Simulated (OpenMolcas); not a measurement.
Te³⁺: the spin-orbit constant, worked from levels

```
Program             : OpenMolcas 26.06
Basis               : ANO-RCC-VTZP [7s6p4d2f1g]
Scalar Hamiltonian  : DKH2, point nucleus
Active space        : 3 electrons in 8 orbitals (5s 5p 6s 6p)
State averaging     : 2S+1 = 4 odd, 1 root; 2S+1 = 2 odd, 11 roots; 2S+1 = 4 even, 3 roots; 2S+1 = 2 even, 9 roots
Spin-orbit coupling : RASSI with atomic mean-field integrals over the reference wave functions, term energies averaged over their components
```

Methods: CASSCF; MS-CASPT2, IPEA 0.25 Eh, imaginary shift 0.1 Eh (closed shells correlated: 4d). Measured levels: Moore, Atomic Energy Levels, vol. III, NSRDS-NBS 35 (1971 reprint of NBS Circular 467, 1958).

**The spin-orbit constant.** For the Hund term ²P° of p1, E(J) = (A/2) J(J+1) + constant and ζ = 2S·A = A. From J = 1/2 to J = 3/2 the energy changes by 1.5 A.

```
   Source  E(3/2) - E(1/2)       A     ζ
   CASSCF           7928.3  5285.5  5286
MS-CASPT2           8028.7  5352.5  5352
 measured           9223.0  6148.7  6149
```

All in cm-1. MS-CASPT2 is off by -12.9 % and CASSCF by -14.0 %. Both methods take the spin-orbit matrix elements from the reference wave functions, so the second can move ζ only through the term energies and any multistate remixing.

Over all roots computed the reference weight is 0.85 to 0.95 in MS-CASPT2; the roots of lowest weight are the least certain, and an intruder state may touch them. Active for correlation alone: 6p 6s; no level in the range computed is led by a configuration that fills them, so any true level of that kind is missing. Measured partners are found by configuration, term and J. A level has none where our copy of the source lacks it or the pairing is in doubt (some pairs that miss far off the trend of their configuration count as doubtful), and it then counts in no deviation. Levels of configurations outside the active space are missing.

° marks odd parity.
